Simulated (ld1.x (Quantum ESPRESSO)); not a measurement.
Transferability test, TM potential for argon (Ar)

```json
{
 "Element": "Ar",
 "Generator": "ld1.x (Quantum ESPRESSO) 7.5",
 "Type": "norm-conserving Troullier–Martins (Kleinman–Bylander form)",
 "Functional": "PBE",
 "Relativity": "scalar-relativistic",
 "Frozen core": "[Ne]",
 "Valence charge": "8",
 "Reference configuration": "3s2 3p6",
 "Partial waves": "3s (bound): rc 0.95 bohr; 3p (bound): rc 1.15 bohr; 3d channel at 0.35 Ry: rc 0.90 bohr",
 "Local potential": "the d channel",
 "Core correction": "none"
}
```

Energies are relative to the spin-unpolarised reference configuration 3s2 3p6; without spin polarisation the order of configurations can differ from experiment.

| valence configuration | charge | ΔE all-electron (eV) | error AE − PS (meV) |
| --- | --- | --- | --- |
| 3s2 3p5 | +1 | 16.058 | +2.4 |
| 3s2 3p5.5 | +0.5 | 6.547 | +0.1 |
| 3s1 3p6 | +1 | 30.673 | +17 |
| 3s2 3p2 | +4 | 144.936 | +123 |

Q: What are ΔE and the potential's error for 3s2 3p3?

A: ΔE = 87.301 eV all-electron; the error (AE − PS) is +55 meV.

Q: What are ΔE and the potential's error for 3s2 3p4?

A: ΔE = 44.717 eV all-electron; the error (AE − PS) is +18 meV.

Note: ghost state, extra bound levels that the all-electron valence spectrum of the same l lacks: s at -70.1 eV. A true bound ghost makes a file unfit for plane-wave use.
